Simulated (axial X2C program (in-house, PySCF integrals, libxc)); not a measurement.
# Which molecule has these constants?

All values come from calculations with an in-house relativistic program for diatomic molecules, spin-free (one-electron X2C) or two-component (2c: spin–orbit coupling with atomic mean-field Coulomb and Gaunt terms, which also bring small scalar terms), in Dyall basis sets with cores contracted in-house; open shells are unrestricted.

A two-component CCSD(T) calculation in a Dyall 3-zeta basis gave Re = 4.302 Å, ωe = 124.3 cm⁻¹, De = 0.40 eV, Ω = 1/2.

Which molecule is it?
A. NaCs⁺
B. CsH⁺
C. LiCs⁺

C. The others have CsH⁺ 3.492 Å and 171.3 cm⁻¹ (Ω = 1/2); NaCs⁺ 4.547 Å and 68.0 cm⁻¹ (Ω = 1/2).

Frozen shells (counts by l): LiCs⁺ Cs 4s3p2d, Li 1s, 9 electrons correlated; CsH⁺ Cs 4s3p2d, H none, 9 electrons correlated; NaCs⁺ Cs 4s3p2d, Na 2s1p, 9 electrons correlated. Coupled cluster in natural virtuals with an MP2 remainder. Where the outer core of a metal is frozen, bonds come out longer and ionisation energies lower.

Each entry is the lowest single determinant of a limited PBE0 search at one distance. De goes to single-determinant-based atoms at the same level (for ions the charge split of lowest energy) and is withheld (n/a) where an atom does not fit its ground term or J level. Main or longest-lived isotopes.
